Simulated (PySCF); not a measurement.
**TDDFT excited states: C7H6ClF**

Compound: C7H6ClF.
Cartesian coordinates in Å at the GFN2-xTB level; atoms count from 1:
```
atom  x, y, z in Å
F1    -1.6399   -1.8623    0.8238
C2    -1.5266   -0.5334    0.5944
Cl3   -2.2518    0.3697    1.9054
C4    -1.5981   -0.0574   -0.8019
C5    -0.2577   -0.0399   -0.0694
C6     0.8424   -0.9672   -0.3989
C7     2.0060   -0.3315   -0.1910
C8     1.7403    1.0171    0.2652
C9     0.4139    1.2080    0.3401
H10   -2.0701    0.8924   -0.9961
H11   -1.7269   -0.8027   -1.5724
H12    0.6822   -1.9756   -0.7288
H13    2.9916   -0.7336   -0.3345
H14    2.5058    1.7332    0.5002
H15   -0.1153    2.0911    0.6419
```

Level of theory: PySCF 2.14.0, density-fitted response routines, TDDFT PBE0/def2-SVPD, vertical, gas phase, core orbitals frozen in the response.

Problem. Predict the UV-vis stick spectrum at this level.

Solution. 

| state | E (eV) | λ (nm) | ν̃ (cm⁻¹) | f | main configurations (H = HOMO, L = LUMO) |
| --- | --- | --- | --- | --- | --- |
| S1 | 4.59 | 270.1 | 37020 | 0.040 | H→L (98%) |
| S2 | 5.76 | 215.2 | 46470 | 0.110 | H-1→L (88%) |
| S3 | 5.98 | 207.4 | 48220 | 0.011 | H→L+1 (93%) |
| S4 | 6.38 | 194.3 | 51460 | 0.032 | H→L+2 (44%), H-2→L (42%) |
| S5 | 6.44 | 192.6 | 51910 | 0.041 | H→L+2 (48%), H-2→L (38%) |
| S6 | 6.86 | 180.7 | 55330 | 0.0003 | H-1→L+1 (90%) |

Triplets (Tamm–Dancoff): T1 2.83 eV, H→L (96%); T2 4.60 eV, H-1→L (66%), H-2→L (13%).

The lowest singlet lies at 4.59 eV (270 nm, ultraviolet) and is of moderate strength; its leading configuration is HOMO→LUMO (98%). The strongest level in the table is S2 at 5.76 eV (215 nm, f = 0.110). Löwdin shares by element: HOMO carbon 86% or more; LUMO carbon 66% or more (atoms not listed hold the other 34%). The oscillator strengths of these states sum to 0.235; summed over the whole spectrum of an exact calculation they would give the number of electrons, 74 (Thomas–Reiche–Kuhn). Weighted by f, the mean energy of these states is 5.78 eV. Orbital energies (eV): HOMO-3 -9.50, HOMO-2 -8.77, HOMO-1 -8.01, HOMO -6.65, LUMO -1.25, LUMO+1 0.34, LUMO+2 0.85. Only the lowest 6 singlets were computed, as vertical energies without vibronic structure.
